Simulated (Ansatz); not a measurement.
`[F][Ge]([F])([F])[Cl]` + HBr → `[F][Ge]([F])([F])[Br]` + HCl at 700 K and 1 bar (ligand exchange at a Ge–Cl bond).

Computed with Ansatz on PBE0-D4/def2-TZVP structures; ΔE is electronic, products minus reactants. CCSD(T)/CBS is the MP2 limit (def2-TZVPP, def2-QZVPP) plus CCSD(T) − MP2 in def2-TZVPP, frozen cores. This one scheme is used for every species. For Br, Ge outer-core shells are correlated without core-valence functions, which leaves a few kJ/mol of doubt a bond. Scalar relativity is left out up to krypton.

| species | CCSD(T)/CBS energy (Eh) | H − E (kJ/mol) | S (J/(mol·K)) |
| --- | --- | --- | --- |
| `[F][Ge]([F])([F])[Cl]` | -2835.42086 | 80.1 | 407.3 |
| HBr | -2573.91920 | 36.5 | 223.7 |
| `[F][Ge]([F])([F])[Br]` | -4948.96178 | 79.8 | 420.0 |
| HCl | -460.38127 | 38.4 | 211.8 |

H − E and S are ideal-gas, rigid-rotor, harmonic terms from PBE0-D4/def2-TZVP. 1 Eh = 2625.50 kJ/mol, R = 8.31446 J/(mol·K).

Task: By hand: ΔE, ΔH, ΔS and ΔG.

Result: ΔE = (-4948.96178) + (-460.38127) − (-2835.42086) − (-2573.91920) = -0.00299 Eh = -7.9 kJ/mol. Δ(H − E) = 79.8 + 38.4 − 80.1 − 36.5 = 1.6, so ΔH = -6.3 kJ/mol. ΔS = 420.0 + 211.8 − 407.3 − 223.7 = 0.8 J/(mol·K). ΔG = -6.3 − 700 × (0.8)/1000 = -6.9 kJ/mol.

Task: By hand: the equilibrium constant, and the temperature at which ΔG would vanish if ΔH and ΔS stayed fixed.

Result: log₁₀ K = −ΔG/(RT ln 10) = 0.5. ΔH and −TΔS have one sign here, so there is no such temperature. One of them is within its doubt of zero, so this could turn.

The number of gas molecules stays the same, so ΔS is small and ΔH decides. A doubt of 5 kJ/mol in ΔE shifts log₁₀ K by 0.4 here. These are equilibria of isolated gas molecules and say nothing of rates. Largest T1 diagnostic: 0.012 (customary marks: 0.02 for closed shells, 0.045 for open ones).
